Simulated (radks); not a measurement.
Problem. Isoelectronic series with 16 electrons, all held in the configuration [Ne] 3s2 3p4, which need not be the ground one along the series. Method: Dirac Kohn-Sham, PBE, spin-unpolarised, spherical densities, point nucleus; open shells fill j = l - 1/2 first; computed with a radial shooting solver on a logarithmic mesh with Libxc functionals. Total energies (hartree) and mean radii <r> (bohr):

ion    E (hartree)   3p3/2   3p1/2   3s1/2    2p3/2
S       -399.04893   2.076   2.066   1.695   0.4433
K3+     -599.04252   1.296   1.290   1.201   0.3506
Ti6+    -842.12504  0.9680  0.9626  0.9350   0.2898
Mn9+   -1128.50894  0.7776  0.7722  0.7671   0.2468
Ni12+  -1458.54493  0.6513  0.6457  0.6509   0.2149
Ga15+  -1832.67198  0.5609  0.5551  0.5652   0.1902
Se18+  -2251.40696  0.4927  0.4867  0.4992   0.1706
Rb21+  -2715.34379  0.4394  0.4330  0.4468   0.1546
Zr24+  -3225.15628  0.3965  0.3898  0.4041   0.1413
Tc27+  -3781.60294  0.3612  0.3541  0.3686   0.1301
Pd30+  -4385.53330  0.3316  0.3241  0.3385   0.1205
In33+  -5037.89562  0.3064  0.2985  0.3127   0.1122
Te36+  -5739.74613  0.2847  0.2764  0.2903   0.1049
Cs39+   -6492.2599  0.2658  0.2571  0.2706  0.09848

Estimate the row of Ce42+.

Solution. E (hartree) -7296.7435; 3p3/2 0.2492; 3p1/2 0.2401; 3s1/2 0.2532; 2p3/2 0.09279.
